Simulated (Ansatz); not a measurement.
BF₂HSSi, SMILES `FB1S[SiH]1F`. Total charge 0; spin multiplicity 1.

```xyz
6

F     2.359    0.011   -0.655
B     1.102    0.183   -0.338
S     0.093    1.645   -0.102
Si   -0.666   -0.361    0.156
F    -1.075   -0.762    1.643
H    -1.813   -0.717   -0.703
```

(1) List the harmonic frequencies (cm⁻¹, unscaled) at PBE0-D4/def2-TZVP in Ansatz. (An estimate is asked.)

(2) Is this a minimum?

(3) Give the ideal-gas thermochemistry at 298.15 K and 1 bar (rigid rotor, harmonic oscillator; point group C1, symmetry number 1).

## Answers

(1) Ansatz gave: 156, 218, 306, 415, 436, 560, 610, 799, 831, 916, 1446, 2271.

(2) Yes, all 12 modes are real.

(3) Zero-point energy 53.6 kJ/mol; H(298) − E = 70.6 kJ/mol; entropy 319.8 J/(mol·K), of which translation 167.5, rotation 113.8, vibration 38.5; G(298) − E = -24.7 kJ/mol.
